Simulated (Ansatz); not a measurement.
System: FeF, charge 0, multiplicity 6. The spin state was set by rule; other spins were not relaxed. SMILES: [F][Fe]
Structure (B3LYP-D3(BJ)/def2-TZVP (Ansatz, a program for electronic structure) minimum search):
```
Fe
F 1 1.7865
```
Charge 0, spin multiplicity 6.

Computed values are from Ansatz. Correlated levels leave the core frozen unless marked. Open shells are spin-unrestricted. No spin-orbit coupling. The frozen core is the preceding noble-gas configuration, with the filled d and f shells of earlier blocks. No relativistic terms. Basis-set limits of correlation are two-point, X^-3; Hartree-Fock from the larger set.

### Question
What is the total energy at CCSD(T)/CBS(def2-TZVPPD,def2-QZVPPD)?

### Answer
-1362.5132 Eh.

### Question
What is the atomisation energy De at CCSD(T)/CBS(def2-TZVPPD,def2-QZVPPD)?

### Answer
110.7 kcal/mol.

### Question
What is the dipole moment at CCSD(T)/def2-SVPD?

### Answer
2.47 D.

### Question
What is the T1 diagnostic at CCSD/def2-QZVPPD?

### Answer
0.023.

### Question
What is the vertical ionisation energy (to the quintet) at CCSD(T)/CBS(def2-TZVPPD,def2-QZVPPD)?

### Answer
8.20 eV.
